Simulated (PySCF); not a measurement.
## Electron affinity of K by level of theory

K⁻ [Ar] 4s2 (1S) → K [Ar] 4s1 (2S), as a difference of total energies. Computed with PySCF 2.14 in dyall-acv3z (25s18p7d3f, 135 functions), with the non-relativistic Hamiltonian (point nucleus). Correlated levels: valence: [Ar] frozen; virtual orbitals above 40 to 60 times the deepest correlated orbital energy dropped. The calculations carry no spin-orbit coupling.

```json
{"method": "UHF", "electron affinity (eV)": "-0.080"}
{"method": "MP2 (valence)", "electron affinity (eV)": "0.282"}
{"method": "SCS-MP2 (valence)", "electron affinity (eV)": "0.355"}
{"method": "CCSD (valence)", "electron affinity (eV)": "0.494"}
```

These non-relativistic numbers lack the scalar-relativistic shift.

A negative affinity means that the anion lies above the atom at that level of theory.

With two correlated electrons CCSD is exact in that space.

The coupled-cluster amplitudes are large for K⁻ (T1 above 0.03 or a double amplitude above 0.15), so a single reference is strained.

For comparison: 0.501 eV (measured; photodetachment measurements, as compiled on the Wikipedia data page of electron affinities).
